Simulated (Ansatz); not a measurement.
Geometry optimisation, RKS PBE0/6-31G* (Ansatz).

Input file:

```yaml
crystal:
  periodic: [false, false, false]
  atoms:
    - { symbol: B, position_ang: [0.193075, -0.43054, 0.292876] }
    - { symbol: "N", position_ang: [-0.006941, -0.897848, 1.684552] }
    - { symbol: H, position_ang: [-0.86669, -0.78888, 2.195684] }
    - { symbol: H, position_ang: [0.793522, -1.086794, 2.267724] }
    - { symbol: O, position_ang: [1.469725, -0.385317, -0.188525] }
    - { symbol: H, position_ang: [1.478602, -0.10486, -1.111789] }
    - { symbol: O, position_ang: [-0.848996, -0.06329, -0.529176] }
    - { symbol: H, position_ang: [-1.711874, -0.19679, -0.122579] }
    - { symbol: Si, position_ang: [-0.42799, 2.604382, 0.915503] }
    - { symbol: H, position_ang: [-1.85894, 2.664167, 0.4993] }
    - { symbol: H, position_ang: [-0.161745, 3.793728, 1.779006] }
    - { symbol: H, position_ang: [0.439855, 2.693614, -0.289019] }
    - { symbol: H, position_ang: [-0.160402, 1.372826, 1.676943] }
basis:
  gaussian: { orbitals: "6-31G*" }
hamiltonian:
  xc: pbe0
relax:
  f_tol: 0.03
  max_steps: 50
```

Launched with:

```bash
$ ansatz run input.yaml --threads 2 --pin off --max-ram 3072MiB --backend cpu --events-out ev --progress --plain --runs-dir out
```

Task: Where does it end, and by what steps?

Result: It converged. The force dipped under the threshold on the way, but the program's further checks kept it going. After 16 steps the energy has fallen by 0.283 eV; H4 moved furthest, 1.04 Å.

```tsv
step	energy less start (eV)	largest force component (eV/Å)	accepted
0	0.0000	1.949	yes
1	-0.1975	1.033	yes
2	-0.2470	0.307	yes
3	-0.2647	0.251	yes
4	-0.2681	0.244	yes
5	-0.2704	0.228	yes
6	-0.2731	0.311	yes
7	-0.2772	0.187	yes
8	-0.2798	0.076	yes
9	-0.2815	0.049	yes
10	-0.2820	0.067	yes
11	-0.2826	0.033	yes
12	-0.2826	0.047	yes
13	-0.2829	0.015	yes
14	-0.2831	0.028	yes
15	-0.2832	0.027	yes
16	-0.2833	0.029	yes
```

```xyz
13
Properties=species:S:1:pos:R:3
B 0.279 -0.750 0.371
N 0.032 -1.493 1.550
H -0.802 -1.435 2.109
H 0.752 -2.074 1.949
O 1.507 -0.863 -0.230
H 1.526 -0.327 -1.032
O -0.654 0.086 -0.220
H -1.509 0.073 0.223
Si -0.554 3.181 0.864
H -1.927 2.796 0.433
H -0.605 4.570 1.402
H 0.379 3.141 -0.291
H -0.092 2.267 1.943
```

Whether the end is a true minimum wasn't checked by a vibrational analysis.

The run took 18 s on 2 threads of AMD EPYC 9R45 96-Core Processor (Zen 5), on a shared host, peak memory 0.22 GiB.
